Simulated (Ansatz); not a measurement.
```yaml
crystal:
  periodic: [false, false, false]
  atoms:
    - {symbol: C, position_ang: [1.994195, -0.214615, -1.917978]}
    - {symbol: O, position_ang: [0.708088, -0.042235, -1.491198]}
    - {symbol: W, position_ang: [-0.357998, 0.761052, -0.004605]}
    - {symbol: O, position_ang: [-1.933779, 0.334959, -0.692312]}
    - {symbol: F, position_ang: [-0.356915, 2.355725, -0.874513]}
    - {symbol: F, position_ang: [-0.756570, 1.625004, 1.656290]}
    - {symbol: F, position_ang: [1.590183, 1.194012, 0.425402]}
    - {symbol: O, position_ang: [-0.360822, -0.932629, 1.001531]}
    - {symbol: C, position_ang: [-1.017234, -1.362076, 2.195966]}
    - {symbol: H, position_ang: [2.579164, 0.128783, -1.342155]}
    - {symbol: H, position_ang: [1.950420, 0.129176, -2.919903]}
    - {symbol: H, position_ang: [2.087365, -1.443191, -2.130239]}
    - {symbol: H, position_ang: [-2.344727, 1.197163, -1.141790]}
    - {symbol: H, position_ang: [-0.593912, -2.101188, 2.619055]}
    - {symbol: H, position_ang: [-1.161627, -0.532371, 2.862624]}
    - {symbol: H, position_ang: [-2.066561, -1.655597, 1.944941]}
basis:
  gaussian: {orbitals: def2-TZVPP, fitting: {mean_field: cc-pVTZ-jkfit}}
hamiltonian: {xc: {name: r2SCAN50}}
scf: {lower_state_search: full}
output: {forces: true}
```

```sh
$ ansatz run in.yaml --threads 4 --pin off --events-out ev --progress --plain --max-ram 41984MiB --backend cuda --devices 0, --max-vram 37GiB
```

Task: How does Ansatz answer? (Best estimate.)

Result: Ansatz gave: The input was rejected before any iteration.
```
Functional definition: r2SCAN50
Error: <dir> the basis set cc-pVTZ-JKFIT has no functions for W
```
